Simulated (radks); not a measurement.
The numbers below are computed, except where a source is named.
Problem. These are the eigenvalues of the occupied orbitals of an atom or ion with whole-number occupations (eV). Code: a radial shooting solver on a logarithmic mesh with Libxc functionals. Model: Dirac Kohn-Sham, relativistic LDA (MacDonald-Vosko exchange, VWN5 correlation), spin-unpolarised, spherical densities, finite nucleus; Fermi nuclear charge, rms radius of each element as measured or else 0.836 A^(1/3) + 0.57 fm.

| orbital | eigenvalue |
|---|---|
| 1s1/2 | -44317.48 |
| 2s1/2 | -10904.45 |

Which element is it, and in what charge state? The configuration may be excited. Open shells, if any, fill j = l - 1/2 first.

Solution. Z = 57, lanthanum, charge +54: La54+ in [He] 2s1. The 1s level, -1628.6 hartree, gives Z - s = 57.1 by -(Z - s)^2/2, which with screening and relativity narrows Z to a few neighbours, and the depths must fix Z and the occupations together.
